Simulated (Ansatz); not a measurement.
Gas-phase electronic energies from Ansatz, PBE0-D4/def2-TZVP geometries. CBS: MP2 limit from def2 TZ/QZ plus the TZ coupled-cluster correction, frozen cores. This one scheme is used for every species. DFT in def2-TZVPP. B3LYP here is the variant with VWN-RPA as its local correlation; programs differ in this. One conformer a species, not always the lowest.

Consider the formal exchange of groups at the Al–F bond: `[F][AlH][CH](F)[SiH3]` + SiH₄ → `F[CH]([SiH3])[AlH][SiH3]` + H–F.

```json
{"level": "PBE-D4", "ΔE (kJ/mol)": "164.2", "difference from CCSD(T)/CBS": "-19.7"}
{"level": "r2SCAN-D4", "ΔE (kJ/mol)": "185.5", "difference from CCSD(T)/CBS": "1.6"}
{"level": "PBE0-D4", "ΔE (kJ/mol)": "166.8", "difference from CCSD(T)/CBS": "-17.1"}
{"level": "B3LYP-D4", "ΔE (kJ/mol)": "189.5", "difference from CCSD(T)/CBS": "5.6"}
{"level": "ωB97M-V", "ΔE (kJ/mol)": "192.5", "difference from CCSD(T)/CBS": "8.6"}
{"level": "B2PLYP", "ΔE (kJ/mol)": "198.6", "difference from CCSD(T)/CBS": "14.7"}
{"level": "PBE", "ΔE (kJ/mol)": "169.8", "difference from CCSD(T)/CBS": "-14.1"}
{"level": "r2SCAN", "ΔE (kJ/mol)": "187.2", "difference from CCSD(T)/CBS": "3.3"}
{"level": "PBE0", "ΔE (kJ/mol)": "172.1", "difference from CCSD(T)/CBS": "-11.8"}
{"level": "HF/def2-TZVPP", "ΔE (kJ/mol)": "211.8", "difference from CCSD(T)/CBS": "27.9"}
{"level": "MP2/def2-TZVPP", "ΔE (kJ/mol)": "193.2", "difference from CCSD(T)/CBS": "9.3"}
{"level": "SCS-MP2/def2-TZVPP", "ΔE (kJ/mol)": "198.6", "difference from CCSD(T)/CBS": "14.7"}
{"level": "CCSD/def2-TZVPP", "ΔE (kJ/mol)": "188.5", "difference from CCSD(T)/CBS": "4.6"}
{"level": "MP2/def2-QZVPP", "ΔE (kJ/mol)": "193.7", "difference from CCSD(T)/CBS": "9.8"}
{"level": "SCS-MP2/def2-QZVPP", "ΔE (kJ/mol)": "199.1", "difference from CCSD(T)/CBS": "15.2"}
{"level": "MP2/CBS(def2)", "ΔE (kJ/mol)": "192.5", "difference from CCSD(T)/CBS": "8.6"}
{"level": "CCSD(T)/CBS", "ΔE (kJ/mol)": "183.9", "difference from CCSD(T)/CBS": "0"}
```

Largest T1 diagnostic among the species: 0.013.

The D4 term adds −9.0 kJ/mol with B3LYP and −5.3 kJ/mol with PBE0; it sums over pairs of atoms, weighted by their polarisabilities, and B3LYP, whose exchange is more repulsive, gets the larger term. In def2-TZVPP, CCSD(T) changes the Hartree–Fock value by −27.1 kJ/mol (the triples alone add −3.8 kJ/mol) and MP2 by −18.6 kJ/mol.
